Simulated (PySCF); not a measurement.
## Assigning NMR signals

Atom-mapped SMILES (the numbers label the heavy atoms): `[F:1][CH:2]([F:3])[C:4]1=[CH:5][Si@H:6]([NH:7][SiH3:8])[CH:9]=[CH:10]1`; H(Xn) means a hydrogen on atom n.

Level of theory: structure optimised with GFN2-xTB, NMR shieldings at PBE0/pcSseg-1/GIAO, in PySCF 2.14 (non-relativistic Hamiltonian, a single conformation, fast rotation and ring inversion assumed for equivalent nuclei, no solvent model).

δ = σ(ref) − σ, references computed at the same level: ¹³C (186.93 ppm) and ¹H (31.72 ppm) against TMS.

Task: Assign these signals to the numbered atoms. ¹³C{¹H} NMR (computed): δ 161.9 (C), 150.4 (CH), 141.1 (CH), 132.4 (CH), 119.7 (CH).

Result: 
| δ (ppm) | atoms | environment | reason |
| --- | --- | --- | --- |
| 161.9 | C4 | fully substituted alkene carbon | an sp2 carbon of a C=C bond |
| 150.4 | C10 | alkene CH | an sp2 carbon of a C=C bond |
| 141.1 | C9 | alkene CH | – |
| 132.4 | C5 | alkene CH | – |
| 119.7 | C2 | allylic sp3 CH bonded to 2 F | 2 electronegative neighbours deshield it |

Task: Assign these signals to the numbered atoms. ¹H NMR (400 MHz, computed): δ 7.07 (m, 1H), 6.54 (m, 1H), 6.39 (m, 1H), 6.38 (m, 1H), 5.24 (m, 1H), 4.87 (s, 3H), 0.05 (br s, 1H).

Result: 
| δ (ppm) | atoms | environment | reason |
| --- | --- | --- | --- |
| 7.07 | H(C10) | hydrogen on an alkene CH | olefinic region |
| 6.54 | H(C2) | hydrogen on an allylic sp3 CH bonded to 2 F | its carbon carries F, which withdraws density |
| 6.39 | H(C9) | hydrogen on an alkene CH | olefinic region |
| 6.38 | H(C5) | hydrogen on an alkene CH | – |
| 5.24 | H(Si6) | hydrogen on a silicon bonded to 2 C, N, in a 5-membered ring | – |
| 4.87 | H(Si8) | hydrogen on a silicon bonded to N | – |
| 0.05 | H(N7) | hydrogen on a nitrogen bonded to 2 Si | exchangeable, gas-phase position |

H(C9) and H(C5) lie closer than the usual error of such a calculation, so a measured spectrum could show them in the other order.

The OH or NH signal is concentration- and solvent-dependent in practice; the value given is the gas-phase one. Splittings by ¹⁹F in the carbon and heteronuclear signals aren't shown, as no couplings were computed. Shifts are as computed. Against solution values, carbons near 30 ppm lie about +3 ppm off and those near 130 ppm about +5 ppm. Of 1309 compounds with measured shifts, 239 miss one by over three times the rms of a fit or turn the order of signals round; such compounds aren't used in these exercises. Multiplicities follow the n + 1 count of equivalent neighbours, as no J values were calculated; m marks all less simple cases, F and P coupling included.
